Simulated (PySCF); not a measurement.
NMR data simulated for an unnamed compound:

$^{1}$H NMR (600 MHz, computed): δ 7.32 (d, 2H), 6.53 (d, 2H), 6.11 (s, 2H).

$^{13}$C{$^{1}$H} NMR (computed): δ 189.1 (C), 145.7 (C), 144.4 (CH), 138.3 (CH2), 137.1 (CH).

Computational details: GIAO PBE0/pcSseg-1 shieldings, geometry: GFN2-xTB, in PySCF (one computed conformer, non-relativistic Hamiltonian, isolated molecule, one averaged value for each set of equivalent atoms).

Referencing at the same level of theory: TMS for $^{1}$H (σ = 31.72 ppm) and $^{13}$C (σ = 186.93 ppm).

Question: Which of these does the molecule contain: a non-aromatic C=C double bond, an OH group, a tert-butyl group, an S-methyl group, a ketone?

Answer: 
- A non-aromatic C=C double bond: yes.
- An OH group: no.
- A tert-butyl group: no.
- An S-methyl group: no.
- A ketone: yes (δC 189.1).

The data belong to 4-methylene-2,5-cyclohexadiene-1-one (C=C1C=CC(=O)C=C1, C$_{7}$H$_{6}$O); they needn't prove each group on their own.

Carbon signals by region: 1 in the far downfield region (above 160 ppm), 4 in the sp2 and nitrile region (100–160 ppm). Above 160 ppm: 189.1, ketone carbonyl carbon.

Shifts are as computed. Against solution values, carbons near 30 ppm lie about +3 ppm off and those near 130 ppm about +5 ppm. Of 1211 compounds with measured shifts, 218 miss one by over three times the rms of a fit or turn the order of signals round; such compounds aren't used in these exercises. No couplings were computed; multiplicities are counted from neighbouring protons, with m where these are inequivalent, close in shift, in a saturated or five-membered ring or joined by F or P, and br s for small geminal =CH2 splittings.
